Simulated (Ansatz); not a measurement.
Geometry optimisation, Ansatz, RKS BHLYP/def2-SVP.

The input (input.yaml):

```yaml
crystal:
  periodic: [false, false, false]
  atoms:
    - { symbol: B, position_ang: [0.0, 0.0, 0.0] }
    - { symbol: C, position_ang: [0.0, 0.0, 1.6] }
    - { symbol: H, position_ang: [-0.9996, -0.3092, 1.9705] }
    - { symbol: H, position_ang: [0.7676, -0.7111, 1.9705] }
    - { symbol: H, position_ang: [0.232, 1.0203, 1.9705] }
    - { symbol: O, position_ang: [1.2211, 0.0, -0.705] }
    - { symbol: H, position_ang: [1.5209, -0.9519, -0.8599] }
    - { symbol: O, position_ang: [-1.2211, 0.0, -0.705] }
    - { symbol: H, position_ang: [-1.7308, -0.8467, -0.4965] }
basis:
  gaussian: { orbitals: def2-SVP }
hamiltonian:
  xc: { name: BHLYP }
relax:
  f_tol: 0.02
  max_steps: 40
```

Run as:

```bash
$ ansatz run input.yaml --threads 1 --pin off --max-ram 2048MiB --backend cpu --events-out ev --progress --plain --runs-dir out
```

**Question.** Where does it end, and by what steps?

**Answer.** It converged. After 8 steps the energy has fallen by 1.199 eV; H7 moved furthest, 0.83 Å.

```csv
step,energy less start (eV),largest force component (eV/Å),accepted
0,0.0000,2.475,yes
1,-0.3365,2.583,yes
2,-0.5011,2.788,yes
3,-0.7832,1.187,yes
4,-1.0043,1.030,yes
5,-1.1577,0.491,yes
6,-1.1972,0.185,yes
7,-1.1983,0.141,yes
8,-1.1985,0.010,yes
```

```xyz
9
Properties=species:S:1:pos:R:3
B 0.103 -0.260 0.073
C -0.060 -0.013 1.618
H -1.094 -0.050 1.973
H 0.516 -0.759 2.175
H 0.358 0.963 1.887
O 1.340 -0.186 -0.469
H 1.335 -0.354 -1.409
O -0.929 -0.550 -0.766
H -1.778 -0.591 -0.337
```

Whether the end is a true minimum wasn't checked by a vibrational analysis.

Time of the run: 30 s on 1 thread of Arm Neoverse V1 (shared host), peak memory 0.14 GiB.
